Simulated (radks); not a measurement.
Values are calculated unless marked as measured or tabulated.
All-electron atom: Rb II in [Kr]. Code: a radial shooting solver on a logarithmic mesh with Libxc functionals. Model: scalar-relativistic Kohn-Sham, PBEsol, spin-unpolarised, spherical densities, finite nucleus; Fermi nuclear charge, rms radius 4.2036 fm.

X-ray form factor f0, the Fourier transform of the density (f0(0) = 36):

sin(theta)/lambda (1/angstrom)  f0 (electrons)
0.05                                    35.437
0.1                                     33.898
0.15                                    31.755
0.2                                     29.410
0.25                                    27.162
0.3                                     25.156
0.4                                     21.910
0.5                                     19.355
0.6                                     17.131
0.8                                     13.255
1                                       10.274
1.25                                     7.889
1.5                                      6.565
2                                        5.188
